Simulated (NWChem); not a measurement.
System: Si2H4OF2; SMILES O[SiH2][SiH](F)F

```xyz
9

O      0.6403     2.3714     0.2721
Si    -0.5391     1.3075    -0.2433
Si     0.0544    -0.8762     0.3832
F     -0.9591    -1.9419    -0.2997
F      1.5316    -1.1652    -0.2293
H      1.5149     2.2678    -0.1152
H     -0.7323     1.3314    -1.7283
H     -1.8029     1.7171     0.4277
H      0.1159    -1.1845     1.8373
```
Atoms are numbered in this order, from 1.

Program: NWChem. The geometry was optimised at PBE0/def2-SVP. Level: PBE0/def2-SVP with SMD (1 M gas to 1 M solution), gas-phase geometry. Reactions with the solvent are ignored.

### Question
Estimate the computed values for solvent toluene. Quantities: solvation free energy (kcal/mol); cavity-dispersion-structure term (kcal/mol); dipole in solution (D).

### Answer
```json
{
 "solvation free energy (kcal/mol)": "-3.0",
 "cavity-dispersion-structure term (kcal/mol)": "-0.4",
 "dipole in solution (D)": "1.23"
}
```
